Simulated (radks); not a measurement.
The numbers below are computed, except where a source is named.
Excited configurations of Ni III: one electron is placed in a higher orbital outside [Ar] 3d7. The ground configuration is [Ar] 3d8. Code: a radial shooting solver on a logarithmic mesh with Libxc functionals. Model: scalar-relativistic Kohn-Sham, PBE, spin-polarised, spherical densities, finite nucleus; open shells are filled with parallel spins first; Fermi nuclear charge, rms radius 3.7757 fm. Excitation = E - E(ground); binding = E(ion) - E, where the ion is the core of charge +3; n* = 3/sqrt(2 binding) in atomic units, and the quantum defect is n - n*.

| outer orbital | excitation (eV) | binding (eV) | n* | <r> (bohr) |
|---|---|---|---|---|
| 4s | 6.605 | 29.320 | 2.044 | 2.231 |
| 4f | 27.952 | 7.972 | 3.919 | 5.749 |
| 5s | 22.571 | 13.353 | 3.028 | 4.765 |
| 5p | 24.877 | 11.048 | 3.329 | 5.467 |
| 5d | 28.218 | 7.707 | 3.986 | 7.285 |
| 6d | 30.857 | 5.068 | 4.916 | 11.61 |
| 6f | 32.153 | 3.771 | 5.698 | 14.89 |
| 7s | 30.869 | 5.056 | 4.921 | 12.60 |
| 7d | 32.341 | 3.584 | 5.845 | 16.88 |

The Delta-SCF ionisation energy is 35.925 eV (NIST Atomic Spectra Database: 35.19 eV, measured). Self-interaction in the functional shifts the binding energies and quantum defects, so they are the method's values and not measured ones. Open shells are spherical and high-spin; term and fine-structure splittings are not resolved.
